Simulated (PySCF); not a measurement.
A side-by-side comparison of computed properties.

First species: C8H14F2.
SMILES: `C/C(F)=C(\CF)C(C)(C)C`

Second species: C₈H₁₄F₂.
SMILES: `C[C@@H]1CC[C@H](C(C)(F)F)C1`

Levels: PBE0/pcSseg-1 for HOMO energy, LUMO energy and HOMO–LUMO gap. Geometries: GFN2-xTB. Each structure is a single optimised conformer of the isolated species, non-relativistic unless stated; the electronic structure was computed with PySCF and density fitting.

Dipoles, sizes and rotational constants follow the conformer. The torsions of the flexible species, by atom-mapped SMILES:
- `[CH3:1]/[C:2]([F:3])=[C:4](\[CH2:5][F:6])[C:7]([CH3:8])([CH3:9])[CH3:10]`: C2–C4–C5–F6 -70°, C2–C4–C7–C8 124°

The conformers of `C[C@@H]1CC[C@H](C(C)(F)F)C1` aren't listed.

Values for the first species:

```
HOMO energy   : -7.01 eV
LUMO energy   : 0.16 eV
HOMO–LUMO gap : 7.17 eV
```

(1) Estimate the same properties for the second species, and the change in each.

Results:

(1) 
```json
{"property": "HOMO energy", "first": "-7.01 eV", "second": "-8.84 eV", "second less first": "-1.83 eV"}
{"property": "LUMO energy", "first": "0.16 eV", "second": "1.14 eV", "second less first": "+0.98 eV"}
{"property": "HOMO–LUMO gap", "first": "7.17 eV", "second": "9.98 eV", "second less first": "+2.81 eV"}
```

